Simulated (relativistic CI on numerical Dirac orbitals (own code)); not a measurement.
**What each ingredient does to the levels of Bi26+**

Base calculation: Dirac-Coulomb-Breit CI, KLI orbitals optimised for each configuration, model QED, unscaled Slater integrals.

Configuration list (outside the closed core [Ar] 3d10): 4s2 4p6 4d10 4f11, 4s2 4p6 4d10 4f10 5s, 4s2 4p6 4d10 4f9 5s2, 4s2 4p6 4d9 4f12, 4s2 4p6 4d10 4f10 5p, 4s2 4p6 4d10 4f9 5s 5p, 4s2 4p6 4d8 4f13, 4s2 4p6 4d10 4f9 5p2, 4s2 4p6 4d10 4f10 5d, 4s2 4p5 4d10 4f12, 4s2 4p6 4d9 4f10 5s2, 4s2 4p6 4d9 4f11 5s, 4s2 4p6 4d10 4f10 6s, 4s 4p6 4d10 4f12, 4s2 4p4 4d10 4f13, 4s2 4p5 4d9 4f13, 4p6 4d10 4f13, 4s 4p6 4d9 4f13, 4s 4p6 4d10 4f11 5s, 4s 4p5 4d10 4f13. Levels of other configurations are missing.

Variants: (1) valence Slater integrals scaled by 0.9; (2) configuration mixing switched off; (3) one mean potential for all configurations. Shifts of the energy above 4s2 4p6 4d10 4f11 4I°_15/2, in cm⁻¹, for the lowest level and the first level of each name with at least 55 % of one term (blank where a level changes its place among those of its configuration and J or its character, or is not in the variant):

```tsv
Level	Base	Δ(1)	Δ(2)	Δ(3)
4s2 4p6 4d10 4f11 4I°_15/2	0	0	0	0
4s2 4p6 4d10 4f11 2H°_11/2	35458	-2768	+2360	+263
4s2 4p6 4d10 4f11 4I°_13/2	40908	+353	-46	-670
4s2 4p6 4d10 4f11 4F°_7/2	75371	-3169	+2506	-203
4s2 4p6 4d10 4f11 2K°_15/2	87365	-4780	+269	-59
4s2 4p6 4d10 4f11 4G°_9/2	91234	-4086	+2583	-202
4s2 4p6 4d10 4f11 2P°_1/2	104067	-5296	+6345	+62
4s2 4p6 4d10 4f11 2K°_13/2	109617	-6063	+1146	-51
4s2 4p6 4d10 4f11 4D°_7/2	120543	-7193	+4334	+232
4s2 4p6 4d10 4f11 2I°_11/2	121596	-7842	+2358	+303
4s2 4p6 4d10 4f11 2L°_17/2	125966	-8576	-696	+258
4s2 4p6 4d10 4f11 2H°_9/2	145997		+2821	+126
4s2 4p6 4d10 4f11 2I°_13/2	147608	-6479	+1515	-466
4s2 4p6 4d10 4f11 2L°_15/2	165934	-8080	-557	-425
4s2 4p6 4d10 4f11 4D°_1/2	169336	-7527	+4672	-408
4s2 4p6 4d10 4f11 2F°_7/2	173008	-8927	+6132	-28
4s2 4p6 4d10 4f11 2F°_5/2	216689	-12198	+5553	-44
4s2 4p6 4d10 4f10 5s 6I_17/2	741180	+3828	-728	-15681
4s2 4p6 4d10 4f10 5s 6I_13/2	787807	+2886	-641	-15682
4s2 4p6 4d10 4f10 5s 6G_13/2	823419	+324	-195	-15681
```

At this charge transitions that keep the count of f electrons are usually good to a few per cent. Terms inside the open d or f shell come out 10 to 20 % too wide with unscaled integrals. Levels that differ in their count of f electrons can be misplaced by several ten thousand cm⁻¹, since the correlation energy of f electrons is missing or only estimated; rates across such gaps can be off by orders of magnitude.

Ionisation energy from one configuration of each of the two ions, the ground ones as tabulated or assumed: base 877.947 eV; valence Slater integrals scaled by 0.9 878.308 eV. The NIST ASD value (theoretical) is 870 ± 50 eV.

LS names give the leading component of a level, which can be under half, so a name can repeat, a term be missing and a line seem to break the LS rules.
